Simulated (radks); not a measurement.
The numbers below are computed, except where a source is named.
Problem. The mean radii <r> (bohr) of the occupied orbitals of an atom or ion are listed with their occupations. Level of theory: scalar-relativistic Kohn-Sham, PBE, spin-polarised, spherical densities, finite nucleus; Fermi nuclear charge, rms radius of each element as measured or else 0.836 A^(1/3) + 0.57 fm (a radial shooting solver on a logarithmic mesh with Libxc functionals).

orbital  occ.      <r>
1s up       1  0.01966
1s down     1  0.01966
2s up       1  0.08335
2s down     1  0.08335
2p up       3  0.07415
2p down     3  0.07415
3s up       1   0.2168
3s down     1   0.2167
3p up       3   0.2163
3p down     3   0.2162
3d up       5   0.1962
3d down     5   0.1961
4s up       1   0.4870
4s down     1   0.4871
4p up       3   0.5167
4p down     3   0.5168
4d up       5   0.5563
4d down     5   0.5567
5s up       1    1.162
5s down     1    1.166
5p up       3    1.346
5p down     3    1.349
4f up       7   0.6957
4f down     5   0.7013
6p up       1    3.309

Name the element and its charge. Open shells, if any, are filled with parallel spins first.

Solution. Z = 70, ytterbium, charge +3: Yb3+ in [Xe] 4f12 6p1. The 1s radius gives Z: for a bare nucleus <r> = (2 gamma + 1)/(2Z) with gamma = sqrt(1 - (Z/c)^2), 0.01942 bohr for Z = 70, and screening makes it slightly larger (0.01966 here). The occupations add up to 67, and the charge is Z minus that.
